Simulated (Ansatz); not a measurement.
Geometry optimisation, RKS PBE0-D4/6-31G* in Ansatz.

input.yaml

```yaml
crystal:
  periodic: [false, false, false]
  atoms:
    - { symbol: "N", position_ang: [0.1456, -1.5985, 1.0279] }
    - { symbol: B, position_ang: [0.5524, -0.4722, 0.0467] }
    - { symbol: "N", position_ang: [-0.34514, -0.16074, -1.11319] }
    - { symbol: "N", position_ang: [1.76798, 0.37803, 0.20266] }
    - { symbol: B, position_ang: [2.83781, -0.05591, -0.81784] }
    - { symbol: O, position_ang: [3.42567, -1.41203, -0.82764] }
    - { symbol: H, position_ang: [0.0053, -2.43, 0.4678] }
    - { symbol: H, position_ang: [-0.8091, -1.2595, 1.3586] }
    - { symbol: H, position_ang: [-1.21118, -0.83941, -1.08624] }
    - { symbol: H, position_ang: [-0.74746, 0.78787, -0.98544] }
    - { symbol: H, position_ang: [2.24417, 0.07048, 1.16035] }
    - { symbol: H, position_ang: [3.19747, 0.7135, -1.63217] }
    - { symbol: H, position_ang: [2.89366, -1.95085, -1.41511] }
basis:
  gaussian: { orbitals: "6-31G*" }
hamiltonian:
  xc: pbe0
  dispersion: d4
relax:
  f_tol: 0.015
  max_steps: 40
```

Run as:

```bash
$ ansatz run input.yaml --threads 2 --pin off --max-ram 3072MiB --backend cpu --events-out ev --progress --plain --runs-dir out
```

Task: Where does it end, and by what steps?

Result: It converged. The force dipped under the threshold on the way, but the program's further checks kept it going. After 26 steps the energy has fallen by 3.279 eV; H13 moved furthest, 2.19 Å.

```
step  energy less start (eV)  largest force component (eV/Å)  accepted
   0                  0.0000                           2.970       yes
   1                 -0.7960                           1.445       yes
   2                 -1.1744                           1.861       yes
   3                 -1.4649                           1.522       yes
   4                 -1.7493                           1.151       yes
   5                 -2.0091                           1.085       yes
   6                 -2.3318                           0.995       yes
   7                 -2.5619                           1.531       yes
   8                 -2.7687                           1.261       yes
   9                 -2.9399                           0.825       yes
  10                 -3.0770                           0.593       yes
  11                 -3.1730                           0.384       yes
  12                 -3.2224                           0.362       yes
  13                 -3.2405                           0.915       yes
  14                 -3.2700                           0.168       yes
  15                 -3.2755                           0.072       yes
  16                 -3.2768                           0.104       yes
  17                 -3.2778                           0.066       yes
  18                 -3.2771                           0.049        no
  19                 -3.2782                           0.014       yes
  20                 -3.2784                           0.035       yes
  21                 -3.2780                           0.083        no
  22                 -3.2785                           0.021       yes
  23                 -3.2785                           0.019       yes
  24                 -3.2786                           0.019       yes
  25                 -3.2786                           0.017       yes
  26                 -3.2786                           0.011       yes
```

```xyz
13
Properties=species:S:1:pos:R:3
N -0.393 -1.264 1.222
B 0.292 -0.710 0.101
N -0.412 0.013 -0.898
N 1.734 -0.892 0.003
B 2.619 -0.474 -1.009
O 3.956 -0.763 -0.877
H 0.043 -1.910 1.859
H -1.396 -1.250 1.304
H -1.397 0.206 -0.843
H 0.059 0.502 -1.640
H 2.177 -1.385 0.770
H 2.221 0.127 -1.976
H 4.456 -0.429 -1.628
```

Whether the end is a true minimum wasn't checked by a vibrational analysis.

The run took 74 s on 2 threads of Arm Neoverse V2, with other jobs on the host, peak memory 0.23 GiB.
